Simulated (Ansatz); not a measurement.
The cluster Hg3TeBr4⁺. The state is a doublet with charge 1. Geometry PBE-D4/def2-SVP, that of the neutral singlet; atoms count from 1.

```tsv
atom	x (Å)	y (Å)	z (Å)
Hg1	1.290	-1.286	1.240
Hg2	-1.865	-0.866	-0.996
Hg3	0.799	1.976	-0.897
Te4	0.638	-0.509	-1.899
Br5	-4.210	-1.106	-0.277
Br6	2.882	0.584	1.592
Br7	-0.407	-3.099	1.342
Br8	0.873	4.306	-0.105
```

In the def2 sets Hg, Te take a core potential; there is no spin–orbit coupling. The structure comes from a short search, and lower isomers may exist.

Problem. Estimate the Mulliken populations from the PBE0/def2-SVP orbitals of Ansatz.

Solution. 
```json
{"atom": "Hg1", "charge (e)": "0.49", "spin (α − β)": "0.00", "d electrons": "9.97"}
{"atom": "Hg2", "charge (e)": "0.45", "spin (α − β)": "-0.02", "d electrons": "9.96"}
{"atom": "Hg3", "charge (e)": "0.46", "spin (α − β)": "-0.02", "d electrons": "9.96"}
{"atom": "Te4", "charge (e)": "0.18", "spin (α − β)": "0.85", "d electrons": "–"}
{"atom": "Br5", "charge (e)": "-0.15", "spin (α − β)": "0.02", "d electrons": "–"}
{"atom": "Br6", "charge (e)": "-0.14", "spin (α − β)": "0.08", "d electrons": "–"}
{"atom": "Br7", "charge (e)": "-0.14", "spin (α − β)": "0.09", "d electrons": "–"}
{"atom": "Br8", "charge (e)": "-0.15", "spin (α − β)": "0.02", "d electrons": "–"}
```
Mulliken values depend strongly on the basis.

Problem. Where does the spin sit?

Solution. Summed by element: Hg -0.05, Te 0.85, Br 0.20, of 1 unpaired in all. Largest on single atoms: Te4 0.85, Br7 0.09, Br6 0.08.

Problem. And the Mayer bond orders between heavy atoms (over 0.3)?

Solution. Hg1–Br6 0.87 (2.48 Å); Hg1–Br7 0.86 (2.49 Å); Hg2–Te4 0.70 (2.69 Å); Hg2–Br5 1.00 (2.46 Å); Hg3–Te4 0.69 (2.68 Å); Hg3–Br8 1.00 (2.46 Å).
